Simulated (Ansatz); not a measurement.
Ansatz (a quantum-chemistry and plane-wave program) input (PBE0/STO-3G):

Ansatz 0.2 input:
```yaml
crystal:
  periodic: [false, false, false]
  atoms:
    - {symbol: K, position_ang: [-0.00000000, -0.00000000, -0.77636802]}
    - {symbol: O, position_ang: [0.00000000, 0.00000000, 1.53236270]}
    - {symbol: H, position_ang: [0.00000000, 0.00000000, 2.49209083]}
basis:
  gaussian:
    orbitals: STO-3G
hamiltonian:
  xc: {name: PBE0}
total_charge: -1
magnetization: {spin_polarized: true, initial_magnetization: 1}
```

Output:

```
Functional definition: PBE0
integrals: 0.01 GiB planned
243 factors; integrals over basis functions are off by at most 9.1e-5 eV
mean field: 0.08 GiB planned
mean field evaluation 1: about -18111.8559 eV, gradient 9.9e1 eV
mean field evaluation 2: about -18072.5428 eV, gradient 5.5e1 eV
mean field evaluation 4: about -18052.3551 eV, gradient 1.1e2 eV
mean field evaluation 8: about -18177.3892 eV, gradient 1.4e0 eV
mean field evaluation 16: about -18179.3195 eV, gradient 1.9e-2 eV
mean field evaluation 32: about -18177.7618 eV, gradient 2.1e0 eV
mean field -18179.31953995 eV, -668.0776707079 hartree, gradient 2.1e-5 eV, S^2 0.755284; 3 other end points of the search recorded, 0 dependent functions left out
reference -18179.31955759 eV, -668.0776713559 hartree; 15, 14 occupied and 4, 5 virtual orbitals, 243 factors
Total energy: -18179.31955759 eV, -668.0776713559 hartree
```
